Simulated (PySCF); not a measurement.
TaS(NH2)3 (singlet state).
Geometry (PBE0-D3(BJ)/def2-SVP, Å), atoms numbered from 1 in this order:
```
atom  x, y, z in Å
Ta1    0.003    0.003    0.447
S2     0.019    0.021    2.619
N3     1.866   -0.020   -0.226
H4     2.140   -0.033   -1.206
H5     2.698   -0.018    0.358
N6    -0.921    1.625   -0.217
H7    -1.321    2.348    0.376
H8    -1.070    1.871   -1.193
N9    -0.949   -1.613   -0.195
H10   -1.095   -1.865   -1.169
H11   -1.368   -2.319    0.405
```

Theory: TDDFT CAM-B3LYP/def2-SVPD, vertical, gas phase, core orbitals frozen in the response, def2 core potentials past Kr in PySCF 2.14.0, density-fitted response routines. Spin–orbit coupling is left out.

```json
{"state": "S1", "E (eV)": "4.58", "λ (nm)": "270.5", "f": "0.0000", "symmetry": "–", "main configurations (H = HOMO, L = LUMO)": "H-1/H→L/L+1/L+2 (≥93%)"}
{"state": "S2", "E (eV)": "4.81", "λ (nm)": "257.9", "f": "0.0002", "symmetry": "–", "main configurations (H = HOMO, L = LUMO)": "H-1/H→L/L+1/L+2 (≥93%)"}
{"state": "S3", "E (eV)": "4.81", "λ (nm)": "257.8", "f": "0.0002", "symmetry": "–", "main configurations (H = HOMO, L = LUMO)": "H-1/H→L/L+1/L+2 (≥92%)"}
{"state": "S4", "E (eV)": "5.09", "λ (nm)": "243.6", "f": "0.0000", "symmetry": "–", "main configurations (H = HOMO, L = LUMO)": "H-2→L/L+1/L+2 (≥77%), H-2→L+3 (16%)"}
{"state": "S5", "E (eV)": "5.19", "λ (nm)": "239.0", "f": "0.012", "symmetry": "E", "main configurations (H = HOMO, L = LUMO)": "H-2→L/L+1/L+2 (≥65%), H-1/H→L/L+1/L+2 (≥16%), H-1/H→L+3 (≥10%)"}
{"state": "S6", "E (eV)": "5.19", "λ (nm)": "238.7", "f": "0.011", "symmetry": "E", "main configurations (H = HOMO, L = LUMO)": "H-2→L/L+1/L+2 (≥62%), H-1/H→L/L+1/L+2 (≥19%), H-1/H→L+3 (≥12%)"}
{"state": "S7", "E (eV)": "5.29", "λ (nm)": "234.6", "f": "0.028", "symmetry": "E", "main configurations (H = HOMO, L = LUMO)": "H-1/H→L/L+1/L+2 (≥42%), H-2→L/L+1/L+2 (≥27%), H-1/H→L+3 (≥24%)"}
{"state": "S8", "E (eV)": "5.29", "λ (nm)": "234.5", "f": "0.029", "symmetry": "E", "main configurations (H = HOMO, L = LUMO)": "H-1/H→L/L+1/L+2 (≥40%), H-2→L/L+1/L+2 (≥29%), H-1/H→L+3 (≥23%)"}
{"state": "S9", "E (eV)": "5.53", "λ (nm)": "224.1", "f": "0.048", "symmetry": "A1", "main configurations (H = HOMO, L = LUMO)": "H-1/H→L/L+1/L+2 (≥61%), H-3→L/L+1/L+2 (≥20%)"}
```

Triplets (Tamm–Dancoff): T1 4.05 eV, H-1/H→L/L+1/L+2 (≥88%); T2 4.29 eV, H-1/H→L/L+1/L+2 (≥71%); T3 4.29 eV, H-1/H→L/L+1/L+2 (≥71%).

The lowest singlet lies at 4.58 eV (271 nm, ultraviolet) and is dark (f under 0.0005); its leading configuration is HOMO-1/HOMO→LUMO/LUMO+1/LUMO+2 (≥93%). The strongest level in the table is S7/S8 at 5.29 eV (235 nm, f = 0.057 summed). S2/S3, S5/S6 and S7/S8 lie within about 0.01 eV of each other in each set; the point group C3v has degenerate representations, and within a degenerate level the listed configurations can mix freely. For S1 the Löwdin share of tantalum is 21% in HOMO and 55% in LUMO; for S7 the Löwdin share of tantalum is 21% in HOMO and 50% in LUMO+2. Weighted by f, the mean energy of these states is 5.36 eV. The listed states span 0.95 eV, and the widest gap between neighbours is 0.28 eV (S3 to S4). Orbital energies (eV): HOMO-3 -9.49, HOMO-2 -8.49, HOMO-1 -8.44, HOMO -8.44, LUMO 0.21, LUMO+1 0.21, LUMO+2 0.22. The vertical ionisation energy (ΔSCF) is 9.11 eV, 3.58 eV above S9. Symmetry labels in C3v follow from the direction of the transition dipole and are given only for states with f of 0.002 or more. Orbitals of the list HOMO-3 to LUMO+2 that lie within 0.01 eV of each other are written together with a slash and their weights summed (≥ marks a lower bound); for degenerate orbitals outside that list single weights are arbitrary. Singlets were solved by full linear response, triplets in the Tamm–Dancoff approximation. The highest level found (5.67 eV, f 0.0004 so far) is left out, since the window may have cut off a degenerate partner.
